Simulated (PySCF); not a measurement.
Isomers of C3H11N3Si2, one GFN2-xTB conformer each. Single-point energies are computed at PBE0/pcSseg-1 (PySCF, gas phase, no added dispersion term), electronic only.

Task: Rank them by PBE0/pcSseg-1 energy, lowest first (kcal/mol).
A. `[CH3:1][SiH2:2][NH:3][CH2:4][Si@@H:5]([NH2:6])[C:7]#[N:8]` with C1–Si2–N3–C4 49°, Si2–N3–C4–Si5 79°, N3–C4–Si5–N6 38°, C4–Si5–N6–H 167° and -53°
B. `[N:1]#[C:2][SiH2:3][CH2:4][CH2:5][NH:6][SiH2:7][NH2:8]` with C2–Si3–C4–C5 168°, Si3–C4–C5–N6 55°, C4–C5–N6–Si7 74°, C5–N6–Si7–N8 52°, N6–Si7–N8–H -177° and 48°
C. `[CH2:1]=[CH:2][Si@H:3]1[NH:4][Si@H:5]([NH:6][CH3:7])[NH:8]1` with C1–C2–Si3–N4 136°, N4–Si5–N6–C7 90°, C2–Si3–N4–Si5 108°, Si3–N4–Si5–N6 117°, N4–Si5–N8–Si3 -7°, C2–Si3–N8–Si5 -107°

Result: C (0.0), A (34.0), B (39.2).

As drawn, the lowest has a four-membered ring and a C=C bond outside aromatic rings, which the highest lacks; the highest has a C≡N group, which the lowest lacks. GFN2-xTB itself gives, in the same order: 0.0, 39.0, 31.3. Both levels put the same isomer lowest; measured from each level's own lowest isomer, the values differ by up to 7.9 kcal/mol (N#C[SiH2]CCN[SiH2]N: 31.3 against 39.2).

Task: Which frontier levels, dipoles and rotational constants go with these structures?

Result: 
| SMILES | HOMO (eV, PBE0/pcSseg-1) | LUMO (eV) | dipole (D) | A, B, C (MHz) |
| --- | --- | --- | --- | --- |
| C=C[Si@H]1N[Si@H](NC)N1 | -6.51 | -0.46 | 0.55 | 5737, 643.2, 628.6 |
| C[SiH2]NC[Si@@H](N)C#N | -6.77 | -0.51 | 4.02 | 3044, 625.0, 572.3 |
| N#C[SiH2]CCN[SiH2]N | -7.20 | -0.25 | 4.80 | 3539, 523.3, 517.3 |
